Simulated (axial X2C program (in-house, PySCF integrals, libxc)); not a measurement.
# Worked dissociation energy of AsO⁺: HF, without spin–orbit coupling

All values were computed with an in-house all-electron X2C program for linear molecules (integrals from PySCF). Spin-free means the one-electron spin-free X2C Hamiltonian. Basis: As dyall-cv3z [9s9p6d4f1g], O dyall-av3z [7s6p3d2f] (cores contracted in-house); Gaussian nuclei, density fitting, unrestricted open shells. Masses: As 74.922 u, O 15.995 u.

Molecular state: M_S = 0, Λ = 0 (closed shell).

| Property | Result |
| --- | --- |
| E(As+) (2M_S = 2, M_L = 0) | -2258.741889 hartree |
| E(O) (2M_S = 2, M_L = 0) | -74.871065 hartree |
| E(AsO⁺) at Re | -2333.703257 hartree |
| ωe | 1340.3 cm⁻¹ |
| ωexe | 3.98 cm⁻¹ |

Question: Work out De and D0.

Answer: De = -2258.741889 + (-74.871065) − (-2333.703257) = 0.09030 hartree = 2.457 eV. The zero-point energy is ωe/2 − ωexe/4 = 669 cm⁻¹ = 0.083 eV, so D0 = 2.374 eV.

The state is a single determinant with fixed occupations, the lowest that a limited PBE0 search found. The closed shell is kept restricted, so the energy runs too high when the bond is stretched far. De is counted from the lowest determinant-based energies of the atoms at the same level, without counterpoise correction. Spin-free De lacks the spin–orbit lowering of the heavy p-block atom, a tenth of an eV or more for 4p and 5p, up to an eV for 6p and one to two eV for 7p atoms, less what an open-shell molecule gains itself.

Hartree–Fock lacks correlation and underbinds, often by eV.

Each atomic determinant is the lowest at this level and need not be a pure term. Totals compare only within one Hamiltonian and basis.
